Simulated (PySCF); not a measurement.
C$_{6}$H$_{5}$O (SMILES Oc1cc[c]cc1), doublet, at a GFN2-xTB geometry; HF/STO-3G (PySCF).

The PySCF input:
```python
from pyscf import gto, scf

mol = gto.M(
    atom='''
O     2.132496   -0.629521   -0.169853
C     0.831605   -0.232653   -0.065944
C    -0.146582   -1.221844   -0.017212
C    -1.485489   -0.864072    0.088576
C    -1.780825    0.467057    0.140503
C    -0.861197    1.471510    0.096389
C     0.480084    1.110935   -0.009636
H     2.709052    0.143461   -0.194240
H     0.151617   -2.257600   -0.062603
H    -2.249836   -1.624699    0.126937
H    -1.141309    2.512843    0.140589
H     1.244936    1.876567   -0.047919
''',
    basis='sto-3g',
    charge=0,
    spin=1,
    verbose=4,
)

mf = scf.UHF(mol)
mf.kernel()
```

The log (banner, timings and long lists left out):

```
PySCF version 2.14.0

[INPUT] verbose = 4
[INPUT] num. atoms = 12
[INPUT] num. electrons = 49
[INPUT] charge = 0
[INPUT] spin (= nelec alpha-beta = 2S) = 1
[INPUT] symmetry False subgroup None
[INPUT] Mole.unit = angstrom
[INPUT] Symbol           X                Y                Z      unit          X                Y                Z       unit  Magmom
[INPUT]  1 O      2.132496000000  -0.629521000000  -0.169853000000 AA    4.029833401730  -1.189622279662  -0.320975651436 Bohr   0.0
[INPUT]  2 C      0.831605000000  -0.232653000000  -0.065944000000 AA    1.571505693819  -0.439650452058  -0.124616099558 Bohr   0.0
[INPUT]  3 C     -0.146582000000  -1.221844000000  -0.017212000000 AA   -0.276999834791  -2.308950526943  -0.032525966056 Bohr   0.0
[INPUT]  4 C     -1.485489000000  -0.864072000000   0.088576000000 AA   -2.807167371054  -1.632859431905   0.167384381209 Bohr   0.0
[INPUT]  5 C     -1.780825000000   0.467057000000   0.140503000000 AA   -3.365271525779   0.882609814561   0.265512189680 Bohr   0.0
[INPUT]  6 C     -0.861197000000   1.471510000000   0.096389000000 AA   -1.627426469297   2.780750889559   0.182148811421 Bohr   0.0
[INPUT]  7 C      0.480084000000   1.110935000000  -0.009636000000 AA    0.907227276786   2.099362892194  -0.018209400936 Bohr   0.0
[INPUT]  8 H      2.709052000000   0.143461000000  -0.194240000000 AA    5.119366337205   0.271101999556  -0.367060402436 Bohr   0.0
[INPUT]  9 H      0.151617000000  -2.257600000000  -0.062603000000 AA    0.286514605828  -4.266245698818  -0.118302524576 Bohr   0.0
[INPUT] 10 H     -2.249836000000  -1.624699000000   0.126937000000 AA   -4.251573865187  -3.070236144855   0.239876165074 Bohr   0.0
[INPUT] 11 H     -1.141309000000   2.512843000000   0.140589000000 AA   -2.156761433501   4.748585064030   0.265674706126 Bohr   0.0
[INPUT] 12 H      1.244936000000   1.876567000000  -0.047919000000 AA    2.352588082612   3.546197684397  -0.090553786163 Bohr   0.0

nuclear repulsion = 262.875263992238
number of shells = 26
number of NR pGTOs = 120
number of NR cGTOs = 40
basis = sto-3g
ecp = {}

******** <class 'pyscf.scf.uhf.UHF'> ********
method = UHF
initial guess = minao
damping factor = 0
level_shift factor = 0
DIIS = <class 'pyscf.scf.diis.CDIIS'>
diis_start_cycle = 1
diis_space = 8
diis_damp = 0
SCF conv_tol = 1e-09
SCF conv_tol_grad = None
SCF max_cycles = 50
direct_scf = True
direct_scf_tol = 1e-13
number electrons alpha = 25  beta = 24
Set gradient conv threshold to 3.16228e-05
init E= -303.351164073662

cycle= 1 E= -300.967085392085  delta_E= 2.38  |g|= 0.34  |ddm|= 3.49
cycle= 2 E= -301.060839060767  delta_E= -0.0938  |g|= 0.112  |ddm|= 0.594
cycle= 3 E= -301.071533406311  delta_E= -0.0107  |g|= 0.0415  |ddm|= 0.188
cycle= 4 E= -301.07412055615  delta_E= -0.00259  |g|= 0.0197  |ddm|= 0.0892
cycle= 5 E= -301.075042216863  delta_E= -0.000922  |g|= 0.0174  |ddm|= 0.0436
cycle= 6 E= -301.076072119742  delta_E= -0.00103  |g|= 0.018  |ddm|= 0.0478
cycle= 7 E= -301.074567986955  delta_E= 0.0015  |g|= 0.0156  |ddm|= 0.0732
cycle= 8 E= -301.071815736324  delta_E= 0.00275  |g|= 0.0079  |ddm|= 0.218
cycle= 9 E= -301.071441215003  delta_E= 0.000375  |g|= 0.00359  |ddm|= 0.0983
cycle= 10 E= -301.071401901246  delta_E= 3.93e-05  |g|= 0.00128  |ddm|= 0.0445
cycle= 11 E= -301.071399813755  delta_E= 2.09e-06  |g|= 0.000551  |ddm|= 0.0147
cycle= 12 E= -301.071400357955  delta_E= -5.44e-07  |g|= 0.000221  |ddm|= 0.00458
cycle= 13 E= -301.071400461926  delta_E= -1.04e-07  |g|= 0.000106  |ddm|= 0.00111
cycle= 14 E= -301.071400498154  delta_E= -3.62e-08  |g|= 3.54e-05  |ddm|= 0.000762
cycle= 15 E= -301.071400501562  delta_E= -3.41e-09  |g|= 1.72e-05  |ddm|= 0.000139
cycle= 16 E= -301.071400502031  delta_E= -4.68e-10  |g|= 8.29e-06  |ddm|= 6.94e-05
Extra cycle  E= -301.071400502182  delta_E= -1.51e-10  |g|= 6.88e-06  |ddm|= 1.81e-05
converged SCF energy = -301.071400502182  <S^2> = 0.83125604  2S+1 = 2.0796692
```
